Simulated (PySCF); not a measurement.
Point-charge models of `C[C@@H]1CCNC/C(=C/Cl)C1` against its computed dipole.

Coordinates (GFN2-xTB, Å) and charges (e) from the PBE0/pcSseg-1 density (PySCF):

```
atom       x       y       z  Mulliken      IAO  Hirshfeld  ESP-fitted
  C1  -1.811   0.689   0.727   -0.1975  -0.4202    -0.1283     -0.6837
  C2  -1.304   0.019  -0.546   -0.3500  -0.0919    -0.0172     +0.5145
  C3  -1.032  -1.475  -0.331   -0.1982  -0.2722    -0.0758     -0.4993
  C4   0.204  -1.812   0.512   -0.0238  -0.1550    -0.0270     +0.3248
  N5   1.471  -1.506  -0.124   -0.4969  -0.4115    -0.1665     -0.7912
  C6   1.981  -0.178   0.112   +0.1100  -0.1542    -0.0256     -0.0611
  C7   1.021   0.974  -0.141   -0.3904  -0.0184    -0.0015     +0.3392
  C8   1.206   2.112   0.514   -0.0434  -0.2028    -0.0458     -0.4457
 Cl9   0.245   3.533   0.302   -0.1082  -0.0419    -0.0203     -0.0467
 C10  -0.084   0.762  -1.130   -0.0309  -0.2719    -0.0780     -0.4674
 H11  -2.717   0.196   1.075   +0.1124  +0.1359    +0.0381     +0.1528
 H12  -2.041   1.734   0.537   +0.1248  +0.1448    +0.0287     +0.1690
 H13  -1.068   0.645   1.519   +0.1209  +0.1343    +0.0265     +0.1982
 H14  -2.099   0.089  -1.298   +0.1179  +0.1310    +0.0382     -0.0180
 H15  -0.912  -1.956  -1.308   +0.1084  +0.1214    +0.0326     +0.1056
 H16  -1.908  -1.921   0.144   +0.1128  +0.1326    +0.0392     +0.1109
 H17   0.170  -1.296   1.473   +0.1137  +0.1328    +0.0408     +0.0262
 H18   0.193  -2.890   0.711   +0.1219  +0.1394    +0.0363     +0.0175
 H19   1.410  -1.705  -1.116   +0.1685  +0.2330    +0.1039     +0.3937
 H20   2.324  -0.133   1.151   +0.1215  +0.1418    +0.0412     +0.1193
 H21   2.860  -0.045  -0.528   +0.1383  +0.1530    +0.0461     +0.0874
 H22   2.002   2.254   1.229   +0.1226  +0.1609    +0.0492     +0.2098
 H23  -0.419   1.735  -1.493   +0.1360  +0.1485    +0.0286     +0.1265
 H24   0.297   0.196  -1.984   +0.1096  +0.1307    +0.0372     +0.1178
```

**Question.** What dipole does each set of charges give (1 e·Å = 4.803 D), and what does the density give?

**Answer.** The full density gives (-0.28, -1.26, -0.61) D, 1.43 D in size; dipole vectors point from the negative to the positive end.

```
    scheme     μx     μy     μz  size (D)  share of the full size (%)  angle to the full dipole (°)
  Mulliken  -0.22  -1.60   0.79      1.80                         126                            52
       IAO  -0.17  -1.11  -0.32      1.17                          82                            10
 Hirshfeld   0.42  -0.66  -0.24      0.82                          57                            42
ESP-fitted  -0.24  -1.31  -0.59      1.46                         102                             2
```

**Question.** Which set comes closest?

**Answer.** Length of the difference vector: ESP-fitted 0.07 D, IAO 0.35 D, Hirshfeld 0.99 D, Mulliken 1.45 D. Closest: ESP-fitted. ESP charges are fitted to the potential around the molecule, whose slowest-falling term is the dipole's. The schemes that divide the density aren't constrained to reproduce the dipole.

**Question.** What is left for the Hirshfeld atoms' own dipoles?

**Answer.** The shares of the density sum to the whole, so what Σ q r misses lies in dipoles about the nuclei. The atomic dipoles sum to (-0.28, -1.26, -0.61) − (0.42, -0.66, -0.24) = (-0.70, -0.60, -0.37) D, 0.99 D in size.

**Question.** With the origin at the mean of the coordinates, (0.000, 0.001, 0.000) Å, which are the largest single terms, by size, of the Hirshfeld dipole along the direction of the full one?

**Answer.** N5 -0.88, H19 +0.85, H22 -0.69, C3 -0.60, C8 +0.51 D; all 24 atoms together +0.61 D. The single terms depend on the origin, their sum doesn't.

**Question.** Give the size of the full dipole in other units.

**Answer.** 1.43 D = 0.561 au = 0.297 e·Å = 4.76 × 10⁻³⁰ C·m.

Geometry: GFN2-xTB, one conformer, isolated molecule.
